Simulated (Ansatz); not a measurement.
Consider the hydrogenolysis of the In–N bond: `[NH2][In]([Cl])[Cl]` + H₂ → `[Cl][InH][Cl]` + NH₃.

Program: Ansatz. Geometries: PBE0-D4/def2-TZVP. ΔE: electronic, gas phase. CCSD(T)/CBS adds triple-zeta CCSD(T) − MP2 to the extrapolated MP2 energy (def2 sets, frozen cores). This one scheme is used for every species. DFT in def2-TZVPP. B3LYP here is the variant with VWN-RPA as its local correlation; programs differ in this. HSE06 is defined as in plane-wave codes. Elements past krypton have def2 core potentials. For In outer-core shells are correlated without core-valence functions, which leaves a few kJ/mol of doubt a bond. Each species was taken in one conformer, which may not be the lowest.

`[NH2][In]([Cl])[Cl]`:

```xyz
6

N     1.007   -0.386    0.646
In   -0.650    0.272   -0.259
Cl   -2.527   -1.059   -0.446
Cl   -0.849    2.464   -0.955
H     1.862    0.094    0.400
H     1.157   -1.385    0.614
```

H₂:

Cartesian coordinates in Å:
```
H -0.277 -0.190 -0.163
H 0.277 0.190 0.163
```

`[Cl][InH][Cl]`:

Cartesian coordinates in Å:
```
Cl 0.392 -1.600 1.450
In 0.056 0.211 0.052
Cl -0.929 -0.414 -1.945
H 0.480 1.803 0.443
```

NH₃:

Z-matrix (Å, degrees):
```
N
H 1 1.013
H 1 1.013 2 107.1
H 1 1.013 2 107.1 3 -114.5
```

| level | ΔE (kJ/mol) | difference from CCSD(T)/CBS |
| --- | --- | --- |
| LDA (SPW92) | -23.2 | -12.3 |
| PBE-D4 | -17.1 | -6.2 |
| revPBE-D4 | -13.9 | -3.0 |
| BLYP-D4 | -12.8 | -1.9 |
| B97M-V | -30.0 | -19.1 |
| PBE0-D4 | -22.7 | -11.8 |
| B3LYP-D4 | -18.6 | -7.7 |
| r2SCANh-D4 | -19.0 | -8.1 |
| HSE06-D4 | -22.7 | -11.8 |
| BHLYP-D4 | -23.6 | -12.7 |
| CAM-B3LYP-D4 | -21.4 | -10.5 |
| ωB97X-V | -19.3 | -8.4 |
| B2PLYP | -17.0 | -6.1 |
| PBE-QIDH | -19.5 | -8.6 |
| PBE | -21.0 | -10.1 |
| revPBE | -21.6 | -10.7 |
| BLYP | -20.4 | -9.5 |
| r2SCAN | -17.8 | -6.9 |
| PBE0 | -26.2 | -15.3 |
| B3LYP | -24.7 | -13.8 |
| r2SCANh | -20.2 | -9.3 |
| r2SCAN0 | -23.5 | -12.6 |
| HSE06 | -26.0 | -15.1 |
| BHLYP | -29.3 | -18.4 |
| CAM-B3LYP | -25.1 | -14.2 |
| RPA@PBE/def2-TZVPP | -13.9 | -3.0 |
| HF/def2-SVP | -45.5 | -34.6 |
| MP2/def2-SVP | -11.2 | -0.3 |
| CCSD/def2-SVP | -23.5 | -12.6 |
| CCSD(T)/def2-SVP | -19.5 | -8.6 |
| HF/def2-TZVPP | -36.6 | -25.7 |
| SCS-MP2/def2-TZVPP | -10.6 | 0.3 |
| CCSD/def2-TZVPP | -20.0 | -9.1 |
| CCSD(T)/def2-TZVPP | -14.5 | -3.6 |
| HF/def2-QZVPP | -36.5 | -25.6 |
| MP2/def2-QZVPP | -4.0 | 6.9 |
| SCS-MP2/def2-QZVPP | -8.7 | 2.2 |
| HF/CBS(def2) | -36.5 | -25.6 |
| MP2/CBS(def2) | -2.5 | 8.4 |
| CCSD/CBS(def2) | -16.3 | -5.4 |
| CCSD(T)/CBS | -10.9 | 0 |

Largest T1 diagnostic among the species: 0.013.

From r2SCAN to r2SCAN0 (25 % exact exchange), in def2-TZVPP and without D4, ΔE moves by −5.7 kJ/mol. Leaving LDA and LC-ωPBE aside and taking each functional with its dispersion term where it has one, the values spread over 17.2 kJ/mol, from B97M-V to BLYP-D4.
